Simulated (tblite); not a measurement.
C6H9O2 (doublet state).
SMILES with atom numbers: `[CH3:1][CH2:2]/[C:3]([CH3:4])=[C:5]\[O:6][CH:7]=[O:8]` (hydrogens: H9, H10, H11 on C1; H12, H13 on C2; H14, H15, H16 on C4; H17 on C7)
Bond orders are those of one Lewis drawing.

Computed with GFN2-xTB (tblite), gas phase: L-BFGS steps from a force-field or distance-geometry start until the largest atomic force falls under 0.01 eV/Å.

Step 52: E = -692.8303 eV
```
atom  x, y, z in Å  |  force x, y, z in eV/Å
C1     -1.1592    1.3581    0.4570    0.013  -0.007  -0.019
C2     -0.6146    0.5849   -0.7409    0.023   0.018  -0.019
C3     -0.1050   -0.7946   -0.3265    0.032   0.023  -0.049
C4     -1.1322   -1.8542   -0.0702   -0.020   0.009   0.009
C5      1.1712   -1.0474   -0.2872    0.028   0.009   0.035
O6      2.3414   -0.4491   -0.4285    0.042   0.019   0.018
C7      2.7655    0.5130    0.4062    0.009   0.029   0.058
O8      2.1348    1.0253    1.2907    0.011  -0.067  -0.061
H9     -0.3834    1.4727    1.2108    0.002  -0.041  -0.012
H10    -2.0128    0.8517    0.9020    0.022   0.011  -0.021
H11    -1.4703    2.3516    0.1385   -0.029  -0.036  -0.003
H12     0.2127    1.1477   -1.1779   -0.019   0.014  -0.017
H13    -1.3820    0.4582   -1.5089   -0.027  -0.018   0.074
H14    -0.6591   -2.7775    0.2481    0.006  -0.008   0.012
H15    -1.7005   -2.0466   -0.9778   -0.046   0.007  -0.033
H16    -1.8239   -1.5293    0.7017   -0.036   0.023   0.030
H17     3.8102    0.7476    0.1531   -0.010   0.015  -0.003
```

Step 53: E = -692.8313 eV
```
atom  x, y, z in Å  |  force x, y, z in eV/Å
C1     -1.1580    1.3586    0.4562    0.010  -0.010  -0.024
C2     -0.6177    0.5843   -0.7418    0.042  -0.019  -0.034
C3     -0.1041   -0.7953   -0.3295    0.014   0.027  -0.024
C4     -1.1325   -1.8545   -0.0702   -0.008   0.001   0.012
C5      1.1733   -1.0438   -0.2904   -0.010   0.006   0.041
O6      2.3421   -0.4422   -0.4310    0.038  -0.012  -0.001
C7      2.7685    0.5121    0.4103    0.010   0.060   0.054
O8      2.1380    1.0190    1.2982    0.022  -0.067  -0.055
H9     -0.3823    1.4701    1.2100    0.010  -0.040  -0.001
H10    -2.0151    0.8586    0.8996    0.010  -0.012  -0.003
H11    -1.4646    2.3521    0.1364   -0.033   0.004  -0.008
H12     0.2075    1.1472   -1.1827   -0.026   0.013  -0.024
H13    -1.3889    0.4529   -1.5053   -0.019  -0.003   0.068
H14    -0.6583   -2.7782    0.2475   -0.005   0.006   0.008
H15    -1.7036   -2.0482   -0.9765   -0.028   0.015  -0.020
H16    -1.8245   -1.5306    0.7036    0.003   0.024   0.003
H17     3.8130    0.7500    0.1558   -0.030   0.007   0.008
```

Q: Estimate the geometry and energy of step 54. (The exact step hangs on the optimiser's Hessian estimate; all steps are aligned on step 53, rigid shifts and turns removed.)

A: E = -692.8320 eV, largest force 0.065 eV/Å
```
atom  x, y, z in Å  |  force x, y, z in eV/Å
C1     -1.1569    1.3589    0.4551    0.004  -0.008  -0.017
C2     -0.6194    0.5837   -0.7430    0.037  -0.032  -0.029
C3     -0.1031   -0.7954   -0.3323   -0.004   0.010   0.003
C4     -1.1327   -1.8545   -0.0702    0.001   0.001   0.004
C5      1.1749   -1.0413   -0.2910   -0.018   0.011   0.033
O6      2.3435   -0.4382   -0.4327    0.022  -0.028   0.004
C7      2.7713    0.5116    0.4133   -0.003   0.053   0.025
O8      2.1398    1.0138    1.3028    0.022  -0.053  -0.031
H9     -0.3812    1.4673    1.2088    0.011  -0.034   0.005
H10    -2.0166    0.8631    0.8976    0.007  -0.030   0.007
H11    -1.4617    2.3525    0.1350   -0.025   0.020  -0.010
H12     0.2037    1.1470   -1.1861   -0.022   0.017  -0.039
H13    -1.3946    0.4499   -1.5014   -0.015   0.002   0.047
H14    -0.6579   -2.7785    0.2474   -0.012   0.020   0.002
H15    -1.7061   -2.0491   -0.9759   -0.008   0.022   0.002
H16    -1.8248   -1.5309    0.7050    0.031   0.024  -0.019
H17     3.8147    0.7522    0.1578   -0.028   0.005   0.013
```

The energy changes by -0.0007 eV. The first-order estimate −F·Δx gives -0.0009 eV and the mean of the old and new forces, exact on a quadratic surface, -0.0007 eV. The step makes an angle of 73° with the force vector and moves no atom by more than 0.008 Å.

What follows is the cost of the whole relaxation. Time: 0.64 s. Hardware: Arm Neoverse V1, one thread, no GPU (shared host).
